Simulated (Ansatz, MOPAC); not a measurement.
Molecule: C3H12NSi, net charge 1, singlet state. SMILES: [Si]([NH3+])(C)(C)C

Atoms: C1, Si2, C3, C4, N5, H6, H7, H8, H9, H10, H11, H12, H13, H14, H15, H16, H17. Bonds: C1-Si2, C1-H6, C1-H7, C1-H8, Si2-C3, Si2-C4, Si2-N5, C3-H9, C3-H10, C3-H11, C4-H12, C4-H13, C4-H14, N5-H15, N5-H16, N5-H17.

Bond lengths (Å) and angles (degrees) optimised at MNDO with MOPAC; HF/STO-3G with Ansatz (a quantum-chemistry and plane-wave program); HF/3-21G with Ansatz; HF/6-31G* with Ansatz; B3LYP/LANL2DZ with Ansatz; MP2/6-31G* with Ansatz, each started from the B3LYP-D3(BJ)/def2-TZVP structure (Ansatz) of the last column. A row stands for all coordinates that are equal there; 10 of 13 kinds are shown. 6-31G* holds six Cartesian d functions. No wavenumbers were computed at MNDO, HF/STO-3G, B3LYP/LANL2DZ, MP2/6-31G*, so these may be saddle points.

| coordinate | MNDO | HF/STO-3G | HF/3-21G | HF/6-31G* | B3LYP/LANL2DZ | MP2/6-31G* | B3LYP-D3(BJ)/def2-TZVP |
|---|---|---|---|---|---|---|---|
| C1-Si2 | 1.796 | 1.851 | 1.891 | 1.865 | 1.876 | 1.859 | 1.850 |
| C1-H6 | 1.108 | 1.083 | 1.087 | 1.087 | 1.098 | 1.095 | 1.093 |
| C1-H7 | 1.107 | 1.083 | 1.086 | 1.086 | 1.097 | 1.094 | 1.092 |
| Si2-N5 | 1.908 | 1.890 | 1.953 | 1.945 | 1.967 | 1.948 | 1.935 |
| N5-H15 | 1.017 | 1.036 | 1.018 | 1.010 | 1.029 | 1.027 | 1.021 |
| C1-Si2-C3 | 114.9 | 115.6 | 115.7 | 115.6 | 115.6 | 115.6 | 115.5 |
| C1-Si2-N5 | 103.3 | 102.3 | 102.1 | 102.3 | 102.3 | 102.3 | 102.4 |
| Si2-C1-H6 | 110.7 | 109.8 | 109.9 | 109.6 | 109.7 | 109.4 | 109.0 |
| Si2-C1-H7 | 113.2 | 111.7 | 112.1 | 112.4 | 112.6 | 112.4 | 112.4 |
| Si2-N5-H15 | 112.8 | 112.9 | 111.2 | 112.2 | 111.2 | 112.2 | 111.9 |

Mean signed difference of all 16 bond lengths from B3LYP-D3(BJ)/def2-TZVP: MNDO -0.004 Å, HF/STO-3G -0.005 Å, HF/3-21G 0.005 Å, HF/6-31G* -0.002 Å, B3LYP/LANL2DZ 0.011 Å, MP2/6-31G* 0.005 Å.
